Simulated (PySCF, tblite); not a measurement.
Isomers of C4H6N2O2Si, one GFN2-xTB conformer each. Single-point energies are computed at PBE0/pcSseg-1 (PySCF, gas phase, no added dispersion term), electronic only.

Task: Rank them by PBE0/pcSseg-1 energy, lowest first (kJ/mol).
A. `[N:1]#[C:2][C@@:3]([SiH3:4])([CH:5]=[O:6])[C:7]([NH2:8])=[O:9]` with C2–C3–C5–O6 134°, C2–C3–C7–N8 -76°, C3–C7–N8–H -10° and -175°
B. `[O:1]=[CH:2][O:3][c:4]1[cH:5][n:6][cH:7][n:8]1[SiH3:9]` with O1–C2–O3–C4 -2°, C2–O3–C4–C5 -169°
C. `[CH2:1]=[CH:2][c:3]1[n:4][c:5]([O:6][SiH3:7])[n:8][o:9]1` with C1–C2–C3–N4 0°, N4–C5–O6–Si7 0°

Result: B (0.0), A (59.0), C (95.9).

As drawn, the lowest has a C=O bond and a C(=O)–O unit, which the highest lacks; the highest has an N–O linkage, an Si–O bond and a C=C bond outside aromatic rings, which the lowest lacks. GFN2-xTB itself gives, in the same order: 0.0, 238.9, 70.0. Both levels put the same isomer lowest; measured from each level's own lowest isomer, the values differ by up to 179.9 kJ/mol (N#C[C@@]([SiH3])(C=O)C(N)=O: 238.9 against 59.0).

Task: Which frontier levels, dipoles and rotational constants go with these structures?

Result: 
| SMILES | HOMO (eV, PBE0/pcSseg-1) | LUMO (eV) | dipole (D) | A, B, C (MHz) |
| --- | --- | --- | --- | --- |
| O=COc1cncn1[SiH3] | -6.78 | -1.13 | 2.98 | 2245, 1453, 896.6 |
| N#C[C@@]([SiH3])(C=O)C(N)=O | -8.14 | -1.75 | 2.13 | 1459, 1335, 1228 |
| C=Cc1nc(O[SiH3])no1 | -7.43 | -1.89 | 3.57 | 2835, 887.9, 681.4 |

Task: What happens when harmonic zero-point energies from GFN2-xTB frequencies are added?

Result: 
```
                     SMILES  ZPE (kJ/mol)  electronic (kJ/mol)  with ZPE (kJ/mol)
          O=COc1cncn1[SiH3]         256.7                  0.0                0.0
N#C[C@@]([SiH3])(C=O)C(N)=O         247.0                 59.0               49.3
        C=Cc1nc(O[SiH3])no1         252.6                 95.9               91.8
```

The zero-point energies span 9.7 kJ/mol. The order is unchanged.
